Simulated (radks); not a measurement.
The numbers below are computed, except where a source is named.
V II, configuration [Ar] 3d4.

Level of theory: Dirac Kohn-Sham, BLYP, spin-unpolarised, spherical densities, finite nucleus; open shells fill j = l - 1/2 first; Fermi nuclear charge, rms radius 3.6002 fm (a radial shooting solver on a logarithmic mesh with Libxc functionals).

Energy parts (eV):
| part | energy |
|---|---|
| total | -25824.566 |
| kinetic | 26103.071 |
| electron-nucleus | -61429.948 |
| Hartree | 10739.086 |
| exchange-correlation | -1236.775 |

Orbitals (lengths in bohr, moments of r in powers of bohr; <r^-3> diverges for s and p1/2; r(max) is where P^2 peaks; r(90%) holds 90 % of the orbital's charge):
orbital	occ.	eigenvalue (eV)	<r^-3>	r(max)	r(90%)	<r^2>
1s1/2	2	-5368.918	-	0.04349	0.119	0.005935
2s1/2	2	-604.8456	-	0.2556	0.479	0.1123
2p1/2	2	-510.4072	-	0.2064	0.448	0.09138
2p3/2	4	-503.2935	305.2	0.2086	0.452	0.09311
3s1/2	2	-73.0154	-	0.8210	1.43	1.055
3p1/2	2	-47.6270	-	0.8433	1.59	1.239
3p3/2	4	-46.8099	35.28	0.8501	1.60	1.261
3d3/2	4	-9.0400	2.287	0.9150	2.82	3.316
3d5/2	0	-8.9820	2.253	0.9178	2.83	3.348

The highest occupied level is 3d3/2 at -9.040 eV. Summed over all electrons, <r^2> = 23.69 bohr^2, which gives a Langevin (diamagnetic) susceptibility term of -18.8 x 10^-6 cm^3/mol.
